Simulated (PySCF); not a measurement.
## Where the electron goes

Compound: C8H9B.
Structure used (PBE0-D3(BJ)/def2-SVP), in Å, numbered top down from 1:
```
atom  x, y, z in Å
C1     5.3680   -0.4834    1.2641
C2     4.2324   -0.3752    0.8455
C3     2.9227   -0.2365    0.3262
C4     1.8085   -0.6706    0.9642
C5     0.5017   -0.4982    0.4583
C6    -0.6449   -0.3594    0.0453
B7    -2.0710   -0.1779   -0.4742
C8    -2.3185   -0.2612   -2.0256
C9    -3.2418    0.0342    0.5510
H10    6.3701   -0.5826    1.6390
H11    2.8209    0.2614   -0.6444
H12    1.9110   -1.1677    1.9357
H13   -1.8953   -1.1919   -2.4402
H14   -3.3749   -0.1834   -2.3198
H15   -1.7584    0.5530   -2.5201
H16   -2.9347    0.4433    1.5237
H17   -3.6494   -0.9780    0.7471
H18   -4.0756    0.6222    0.1378
```

Theory: PySCF 2.14.0, density-fitted response routines, TDDFT CAM-B3LYP/def2-SVPD, vertical, gas phase, core orbitals frozen in the response.

Frontier orbitals with the atoms that hold most of them (Löwdin shares over 4%, at most four atoms; ? is withheld):

| orbital | ε (eV) | atoms |
| --- | --- | --- |
| LUMO+2 | 0.90 | B7 46%, C5 7%, C8 6%, C9 6% |
| LUMO+1 | 0.51 | B7 22%, C6 13%, C4 13%, C5 12% |
| LUMO | -1.23 | ? |
| HOMO | -7.96 | ? |
| HOMO-1 | -9.17 | C5 33%, C6 32%, C4 7%, B7 7% |
| HOMO-2 | -9.68 | C1 42%, C2 40%, C3 7% |
| HOMO-3 | -10.21 | C5 20%, C2 19%, C6 18%, C1 17% |

**Question.** Which atoms hold the HOMO, and with what shares?

**Answer.** C6 (bonded to B and C) 18%; C1 (bonded to C and H) 15%; C3 (bonded to 2 C and H) 15%; C5 (bonded to 2 C) 15%.

**Question.** Give the leading atoms of the LUMO.

**Answer.** C3 (bonded to 2 C and H) 17%; C4 (bonded to 2 C and H) 14%; C6 (bonded to B and C) 14%; C5 (bonded to 2 C) 12%.

**Question.** How does S1 compare with the orbital gap of 6.73 eV?

**Answer.** S1 is at 3.89 eV (f = 0.198), 2.84 eV below the gap, made of HOMO→LUMO (56%), HOMO-1→LUMO (33%). 

Next come S2 at 4.55 eV (f 0.419), HOMO-1→LUMO (61%), HOMO→LUMO (30%); S3 at 4.98 eV (f 0.015), HOMO-2→LUMO (83%), HOMO-2→LUMO+1 (10%); S4 at 5.37 eV (f 0.202), HOMO→LUMO+1 (67%), HOMO-3→LUMO (12%); S5 at 5.91 eV (f 0.0054), HOMO-3→LUMO (31%), HOMO-1→LUMO+1 (19%), HOMO→LUMO+1 (10%).

On an Intel Xeon Platinum 8375C at 2.90 GHz with one thread, no GPU, on a shared host, this took 2.9 min wall and 1.3 GiB of memory at its peak.
